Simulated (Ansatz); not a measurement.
Problem. Name a neutral molecule of C, Cl, Si, Sn and H with ideal-gas entropy at 298 K and 1 bar (rigid rotor, harmonic PBE0-D4/def2-TZVP) between 381 and 397 J/(mol·K) and HOMO energy (B3LYP/def2-TZVPP) between -7.70 and -7.40 eV (Ansatz, PBE0-D4/def2-TZVP geometry).

Solution. `C[SiH](Cl)[SnH3]` (388 J/(mol·K), -7.46 eV). Other molecules can fit too; these were computed, each in one conformer that needn't be the lowest.

B3LYP here is the variant with VWN-RPA as its local correlation; programs differ in this.
